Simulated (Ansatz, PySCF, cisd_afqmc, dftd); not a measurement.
System: Al$_{2}$, charge 0, triplet. Al2 (SMILES [Al][Al], triplet).
B3LYP-D3(BJ)/def2-TZVP minimum from Ansatz (a first-principles code):
```xyz
2

Al     0.0000     0.0000    -1.3777
Al     0.0000     0.0000     1.3777
```
Charge 0, spin multiplicity 3.

Wanted: enthalpy of formation at 298 K (by atomisation, with rigid-rotor harmonic-oscillator terms from PySCF's Hessian at B3LYP-D3(BJ)/def2-TZVP and the atoms' measured values of the G2/97 table; no spin-orbit terms), in kcal/mol. Open shells are spin-unrestricted; no spin-orbit coupling. Correlated methods leave the cores frozen. Rows without X2C or -DK are non-relativistic. AFQMC/CISD: phaseless, guided by CISD from CCSD amplitudes; bars are statistical, one sigma. Outlying blocks are dropped, and bars are widened where a walk drifts. Over all cases where full CI ran beside it in this data, AFQMC minus full CI had a median of +0.1 mEh and passed +0.4 mEh in a tenth of the cases. CBS(X,Y): correlation extrapolated as X^-3, Hartree-Fock from the larger set (Q,5: extrapolated as (X+1)exp(-9√X)). A bracket is a step between two methods taken in the basis named. Functionals run without relativity, which enters their misses. 'core' is core correlation in cc-pwCVTZ (1s frozen past Ne), 'X2C' scalar relativity in cc-pVTZ-DK, both at CCSD(T). Full CI freezes restricted core orbitals, also for open shells; the composite that ends in it estimates full CI at the basis-set limit. Where a partner has so few electrons that a lower coupled-cluster level is exact, that level stands in. The UHF reference of Al2 ([Al][Al], triplet) is spin-contaminated (<S^2> up to 0.04 over the pure value in the sets run).

```json
[
 {"level": "r2SCAN-D4/def2-TZVPD", "program": "Ansatz + dftd4", "enthalpy of formation at 298 K (kcal/mol)": "119.2", "difference against the last row": "-4.1"},
 {"level": "PBE0-D4/def2-TZVPD", "program": "Ansatz + dftd4", "enthalpy of formation at 298 K (kcal/mol)": "120.1", "difference against the last row": "-3.2"},
 {"level": "r2SCANh/def2-TZVPD", "program": "Ansatz", "enthalpy of formation at 298 K (kcal/mol)": "120.4", "difference against the last row": "-2.9"},
 {"level": "MP2/cc-pV(Q+d)Z", "program": "Ansatz", "enthalpy of formation at 298 K (kcal/mol)": "125.5", "difference against the last row": "2.2"},
 {"level": "CCSDT(Q)/cc-pV(D+d)Z", "program": "Ansatz", "enthalpy of formation at 298 K (kcal/mol)": "128.1", "difference against the last row": "4.8"},
 {"level": "CCSDT(Q)/cc-pV(5+d)Z", "program": "Ansatz", "enthalpy of formation at 298 K (kcal/mol)": "123.5", "difference against the last row": "0.2"},
 {"level": "AFQMC/CISD/cc-pV(D+d)Z", "program": "cisd_afqmc", "enthalpy of formation at 298 K (kcal/mol)": "128.5 ± 0.2", "difference against the last row": "5.2"},
 {"level": "FCI/cc-pV(D+d)Z", "program": "Ansatz", "enthalpy of formation at 298 K (kcal/mol)": "128.0", "difference against the last row": "4.7"},
 {"level": "CCSD(T)/CBS(cc-pV(Q+d)Z,cc-pV(5+d)Z) + [CCSDT(Q) - CCSD(T)]/cc-pV(Q+d)Z + [CCSDTQ - CCSDT(Q)]/cc-pV(D+d)Z + core + X2C", "program": "Ansatz", "enthalpy of formation at 298 K (kcal/mol)": "123.3", "difference against the last row": "0.0"},
 {"level": "CCSD(T)/CBS(cc-pV(Q+d)Z,cc-pV(5+d)Z) + [CCSDT(Q) - CCSD(T)]/cc-pV(5+d)Z + [FCI - CCSDT(Q)]/cc-pV(D+d)Z + core + X2C", "program": "Ansatz", "enthalpy of formation at 298 K (kcal/mol)": "123.3", "difference against the last row": "0.0"}
]
```
